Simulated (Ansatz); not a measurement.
`[AlH2][CH2]C[TeH]` + NH₃ → `[NH2][AlH2]` + `CC[TeH]` at 400 K and 1 bar (ligand exchange at the Al–C bond).

Computed with Ansatz on PBE0-D4/def2-TZVP structures; ΔE is electronic, products minus reactants. CCSD(T)/CBS is the MP2 limit (def2-TZVPP, def2-QZVPP) plus CCSD(T) − MP2 in def2-TZVPP, frozen cores. This one scheme is used for every species. def2 core potentials past Kr. For Te outer-core shells are correlated without core-valence functions, which leaves a few kJ/mol of doubt a bond. One conformer a species, not always the lowest.

| species | CCSD(T)/CBS energy (Eh) | H − E (kJ/mol) | S (J/(mol·K)) |
| --- | --- | --- | --- |
| `[AlH2][CH2]C[TeH]` | -590.02964 | 229.8 | 410.4 |
| NH₃ | -56.50880 | 104.2 | 203.1 |
| `[NH2][AlH2]` | -299.14566 | 122.0 | 272.0 |
| `CC[TeH]` | -347.43450 | 213.3 | 336.4 |

H − E and S are ideal-gas, rigid-rotor, harmonic terms from PBE0-D4/def2-TZVP, for one conformer and one mirror image of each species. 1 Eh = 2625.50 kJ/mol, R = 8.31446 J/(mol·K).

Task: By hand: ΔE, ΔH, ΔS and ΔG.

Result: ΔE = (-299.14566) + (-347.43450) − (-590.02964) − (-56.50880) = -0.04172 Eh = -109.5 kJ/mol. Δ(H − E) = 122.0 + 213.3 − 229.8 − 104.2 = 1.3, so ΔH = -108.2 kJ/mol. ΔS = 272.0 + 336.4 − 410.4 − 203.1 = -5.1 J/(mol·K). ΔG = -108.2 − 400 × (-5.1)/1000 = -106.2 kJ/mol.

Task: By hand: the equilibrium constant, and the temperature at which ΔG would vanish if ΔH and ΔS stayed fixed.

Result: log₁₀ K = −ΔG/(RT ln 10) = 13.9. ΔG = 0 at ΔH/ΔS = 21216 K, far beyond where these terms or the molecules hold.

The number of gas molecules stays the same, so ΔS is small and ΔH decides. A doubt of 5 kJ/mol in ΔE shifts log₁₀ K by 0.7 here. Other conformers and mirror images would add mixing entropy, several J/(mol·K) or more a flexible species. These are equilibria of isolated gas molecules and say nothing of rates. Largest T1 diagnostic: 0.011 (customary marks: 0.02 for closed shells, 0.045 for open ones).
